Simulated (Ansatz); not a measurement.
Job for Ansatz (a program for electronic structure): R-SVWN5/def2-TZVPP on H3ISiSn (SMILES [SiH3][Sn][I]), a point of a torsion scan. Elements past Kr take the def2 small-core potentials; no spin–orbit coupling.

Ansatz 0.2 input:
```yaml
crystal:
  periodic: [false, false, false]
  atoms:
    - {symbol: Si, position_ang: [-0.78391550, 0.01059744, 0.03836806]}
    - {symbol: Sn, position_ang: [1.45571040, 1.41640431, 0.07351537]}
    - {symbol: I, position_ang: [2.20003934, 0.89975093, 2.63452399]}
    - {symbol: H, position_ang: [-1.16925915, -0.70605227, 1.26259863]}
    - {symbol: H, position_ang: [-1.95916542, 0.84104324, -0.29361647]}
    - {symbol: H, position_ang: [-0.77328818, -1.02637706, -1.01321120]}
basis:
  gaussian:
    orbitals: def2-TZVPP
hamiltonian:
  xc: {name: SVWN5}
scf: {lower_state_search: off}
```

The head of its log:

```
WARN ansatz: RAYON_NUM_THREADS=1 ignored (pool sized by the plan → 1); use --threads N
Functional definition: SVWN5
these checks for a lower state are left out or cut short: stability, starts, cluster_reference, orbital_swaps, neighbouring_geometries, increment
integrals: 0.11 GiB planned
1220 factors; their error is unknown
mean field: 0.68 GiB planned
mean field evaluation 1: about -21806.1056 eV, gradient 2.4e1 eV
mean field evaluation 2: about -21801.8193 eV, gradient 4.1e1 eV
```

### Question
Predict the final total energy.

### Answer
-801.4406 hartree.
